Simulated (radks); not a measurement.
All-electron atom: Mo27+ in [Ne] 3s2 3p3 (the NIST ground configuration).

Calculated with a radial shooting solver on a logarithmic mesh with Libxc functionals: Dirac Kohn-Sham, relativistic LDA (MacDonald-Vosko exchange, VWN5 correlation), spin-unpolarised, spherical densities, finite nucleus; open shells fill j = l - 1/2 first; Fermi nuclear charge, rms radius 4.4091 fm.

Energy parts (eV):
| part | energy |
|---|---|
| total | -96080.594 |
| kinetic | 99889.403 |
| electron-nucleus | -210498.227 |
| Hartree | 16503.460 |
| exchange-correlation | -1975.230 |

Orbitals (lengths in bohr, moments of r in powers of bohr; r(90%) holds 90 % of the orbital's charge):
orbital  occ.  eigenvalue (eV)  <1/r>  r(90%)  small-component weight
1s1/2       2        -21021.04  43.40  0.0632                2.33e-02
2s1/2       2        -4055.506  10.01   0.234                4.90e-03
2p1/2       2        -3849.907  9.969   0.211                4.89e-03
2p3/2       4        -3741.725  9.501   0.217                4.74e-03
3s1/2       2        -1514.786  3.945   0.548                1.75e-03
3p1/2       2        -1442.519  3.887   0.537                1.71e-03
3p3/2       1        -1417.216  3.771   0.546                1.68e-03

The highest occupied level is 3p3/2 at -1417.2 eV. For comparison, the ionisation energy in NIST's Atomic Spectra Database is 1462 eV (semi-empirical). In exact Kohn-Sham theory the highest level is minus the ionisation energy, but local and semilocal functionals leave it too shallow, through self-interaction and a potential that decays too fast; potentials with the right tail come closer. The electron density at the nucleus is 9.043e+04 e/bohr^3. The density falls to 0.001 e/bohr^3 at r = 1.01 bohr.

Beside tabulated values, note that spin-unpolarised runs miss the spin-polarisation part of the exchange energy of open shells.
